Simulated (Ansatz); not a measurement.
System: H7SiN3O, net charge 0, singlet state. SMILES: N[Si](O)(N)N
Coordinates optimised at B3LYP-D3(BJ)/def2-TZVP (Ansatz, a program for electronic structure):
```xyz
12

N     -0.8475     1.3838    -0.5632
Si    -0.0011     0.0044    -0.0139
N     -1.1967    -1.1833     0.2732
N      0.9196    -0.0129     1.4433
O      1.1050    -0.1937    -1.2296
H     -1.6142     1.7785    -0.0458
H     -0.3994     2.0570    -1.1619
H     -0.9787    -2.0404     0.7541
H     -1.9672    -1.2921    -0.3655
H      1.7672     0.5298     1.5030
H      0.4419    -0.0250     2.3311
H      1.7983    -0.8347    -1.0569
```

Cost and difference of B3LYP with Ansatz in habitual basis sets for the atomisation energy (kcal/mol). Terms: LANL2DZ with its own core potentials from Na on; atomisation electronic, to ground-state atoms; no dispersion term unless named; valence correlation only; 6-311+G** with 5d, 6d on Na to Ar in Ansatz; 6-31G* and kin with 6d, 5d where marked; non-relativistic; spin-orbit terms left out; UHF or UKS for open shells. CBS marks a two-point X^-3 extrapolation of the correlation energy; Hartree-Fock from the larger set. First-principles rows: single points at B3LYP-D3(BJ) geometries (Ansatz). Costs are core time of energy and forces over that of the cheapest set, on one shared machine, to one figure and rough; under a factor of 2 they don't order.

Coupled cluster (Ansatz) is a level with limits of its own, used here on species with T1 under 0.025 (0.045 for open shells) and stable references: CCSD(T)/CBS(aug-cc-pV(T+d)Z,aug-cc-pV(Q+d)Z).

Value to compare with: 1066.4 kcal/mol.

| level | relative cost | atomisation energy (kcal/mol) | difference |
|---|---|---|---|
| B3LYP/STO-3G | 1× | 1069.6 | 3.2 |
| B3LYP/3-21G | 1× | 976.8 | -89.6 |
| B3LYP/LANL2DZ | 1× | 975.7 | -90.7 |
| B3LYP/6-31G | 2× | 948.5 | -117.9 |
| B3LYP/def2-SVP | 2× | 1035.5 | -30.9 |
| B3LYP/6-31G* | 3× | 1019.1 | -47.3 |
| B3LYP/6-31G** | 3× | 1036.8 | -29.6 |
| B3LYP/6-31+G* | 3× | 1024.1 | -42.3 |
| B3LYP/cc-pVDZ | 3× | 1005.8 | -60.6 |
| B3LYP/6-311+G** | 4× | 1038.3 | -28.1 |

The dearest set gives -28.1 kcal/mol. A small set can land close by cancelling terms.
